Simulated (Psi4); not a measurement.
C4H5 (SMILES C=C1[CH]C1), doublet (typed; the unrestricted solution is spin-contaminated), at a GFN2-xTB geometry. Base run: CCSD(T)/STO-3G in Psi4 1.11.

Here is a job for Psi4.
```
memory 2 GB

molecule mol {
0 2
C    -0.004878   -0.077144    0.263949
C     0.198556   -0.718365   -0.916368
C    -0.063830    0.736041   -0.991915
C    -0.103072   -0.069384    1.602210
H     0.400798   -1.598282   -1.472232
H     0.748833    1.416627   -1.231052
H    -1.023224    1.090278   -1.359183
H     0.022160   -0.973491    2.172999
H    -0.309221    0.837978    2.142213
}

set {
  basis sto-3g
  reference uhf
}

energy('ccsd(t)')
print_variables()
```

The base run was repeated with changes; each row names its change, and settings that it needs were set with it.

```
change                          ΔE vs base (kcal/mol)  MP2 correlation (Eh)  CC correlation without the perturbative part (Eh)  basis functions        outcome
------------------------------  ---------------------  --------------------  -------------------------------------------------  ---------------  -------------
base                                            0.000              -0.18345                                           -0.25267               25      converged
scf_type = pk; mp2_type = conv                  0.000              -0.18345                                           -0.25267               25      converged
puream = off                                    0.000              -0.18345                                           -0.25267               25      converged
cc_type = df                                        -                     -                                                  -                -  input refused
method = mp2.5                                  33.23              -0.18343                                                  -               25      converged
method = scs-mp2                                38.45              -0.18345                                                  -               25      converged
freeze_core = on                                 1.03              -0.18168                                           -0.25107               25      converged
method = ccsd                                    1.96              -0.18345                                           -0.25267               25      converged
puream = on                                     0.000              -0.18345                                           -0.25267               25      converged
method = mp3                                    21.36              -0.18343                                                  -               25      converged
```

Open shells are given as the SCF converged; they aren't shown to be the lowest states, and a large step between rows can be another state.

- cc_type = df: ended with `psi4.driver.p4util.exceptions.MissingMethodError: Method=ccsd(t) is not available for any derivative level under conditions CC_TYPE=DF, REFERENCE=UHF, FREEZE_CORE=FALSE, QC_MODULE=(auto). See https://psicode.org/psi4manual/master/introduction.html#ss-ccsd-prt-`
